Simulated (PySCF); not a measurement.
## C₆ coefficients of unlike pairs at wB97X-V

Calculated with PySCF 2.14 from the dipole response of each species, C₆(A,B) = (3/π) ∫ α_A(iu) α_B(iu) du, in atomic units, from isotropic polarisabilities. For ions this is the dispersion term alone; charge-induced terms of lower order in 1/R come first.

```csv
species,configuration,basis,relativity,α (bohr³),C₆ (like pair)
Sn³⁺,[Kr] 4d10 5s1 (2S),aug-cc-pVQZ-PP with ECP28MDF (7s7p5d3f2g),core potential,9.447,34.51
C³⁺,[He] 2s1 (2S),aug-cc-pVDZ-DK (4s3p2d),spin-free X2C,3.257,2.668
B,[He] 2s2 2p1 (2P),aug-cc-pV5Z (7s6p5d4f3g2h),none,22.02,107.1
```

(1) Estimate C₆ for B with Sn³⁺.

No spin-orbit coupling is included.

The other pairs:

```csv
pair,C₆
"B, C³⁺",16.88
"C³⁺, Sn³⁺",9.190
```

Results:

(1) The integral gives 57.49. The combination rule 2 C_A C_B / (C_A α_B/α_A + C_B α_A/α_B) gives 58.50 and the geometric mean 60.81.
